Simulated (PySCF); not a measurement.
C₂H₇FSi₂, SMILES C(=C/[SiH2]F)/[SiH3].

Coordinates come from a B3LYP-D3(BJ)/def2-SVP optimisation. The structure was generated by enumeration; whether it is a known compound was not checked. Other conformers were not sampled.

Two levels are set side by side: TDA-PBE/def2-SVPD (PySCF) and TDA-ωB97X/def2-SVPD (PySCF). Vertical, same geometry. The lowest singlet is HOMO−1→LUMO 99 % with PBE and HOMO−1→LUMO 93 % with the other functional; states are paired by order. Differences are taken from unrounded values.

```
quantity                               TDA-ωB97X
-------------------------------------  ---------
lowest singlet excitation (eV)              5.95
lowest triplet excitation (TDA) (eV)        3.96
first bright state (f over 0.05) (eV)       6.93
its oscillator strength                     0.58
```

Question: What does TDA-PBE give, and how far is it from TDA-ωB97X? (The exact figures need the calculation; the answer reports its results.)

Answer: 
```
quantity                               TDA-PBE  TDA-PBE minus TDA-ωB97X
-------------------------------------  -------  -----------------------
lowest singlet excitation (eV)            5.36                    -0.59
lowest triplet excitation (TDA) (eV)      3.93                    -0.02
first bright state (f over 0.05) (eV)     5.91                    -1.02
its oscillator strength                   0.24                    -0.34
```

Functionals without exact exchange tend to place singlet excitations lower, as here. Differences between two approximate levels are no errors against the true value.

Rough cost on one machine, each run with all the roots and properties that it gave: TDA-ωB97X against TDA-PBE about 5 times.
